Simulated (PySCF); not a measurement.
SMILES c1c([SiH2]COC)occ1, singlet at its GFN2-xTB optimised geometry (Å):

```
19

C      1.0320    -3.3219     0.5644
O      0.2960    -2.1352     0.6890
C     -0.6503    -1.9508    -0.3446
Si    -1.5309    -0.3000     0.0286
C     -0.2466     1.0601     0.0000
C      1.1242     1.0601     0.0000
C      1.5341     2.4105     0.0000
C      0.3856     3.1429     0.0008
O     -0.6885     2.3437     0.0018
H      1.7208    -3.3589     1.4067
H      1.6006    -3.3406    -0.3751
H      0.3754    -4.2016     0.5902
H     -1.3604    -2.7892    -0.3588
H     -0.1465    -1.9473    -1.3218
H     -2.5373    -0.0595    -1.0159
H     -2.1708    -0.3886     1.3448
H      1.7499     0.1915     0.0090
H      2.5373     2.7857    -0.0007
H      0.2127     4.2016    -0.0002
```

Level of theory: B3LYP/def2-SVP run with PySCF 2.14.0. Cells within 0.4 Å of a nucleus heavier than hydrogen are left out (blank, or x).

Map of the HOMO−1 amplitude (bohr^(-3/2)) on the plane z = 0.6 Å; orbital energy -7.21 eV, overall sign arbitrary:

```
|4444444444444444444444444|
|4444444444444444444444444|
|4444444444444444444444444|
|4444444444444444444444444|
|4444444444444444444444444|
|4444444444444333444444444|
|4444444444443333344444444|
|4444444444444333344444444|
|4444444444444333344444444|
|4444444444444433444444444|
|4444444444444433344444444|
|4444444444444433344444444|
|4444444434444444444444444|
|4444444434444444444444444|
|4444444444444554444444444|
|4444444444335964444444444|
|444444444431xx74444444444|
|4444444444420343334444444|
|44444444444334x2333444444|
|4444444444445653334444444|
|4444444444445654344444444|
|4444444444444544444444444|
|4444444444444444444444444|
|4444444444444444444444444|
|4444444444444444444444444|
```
Scale: ten equal steps from -0.169 (start of '0') to 0.244 (end of '9'), in the order '0123456789'; x runs from -6.50 to 6.50, y from -6.50 (bottom) to 6.50 (top).
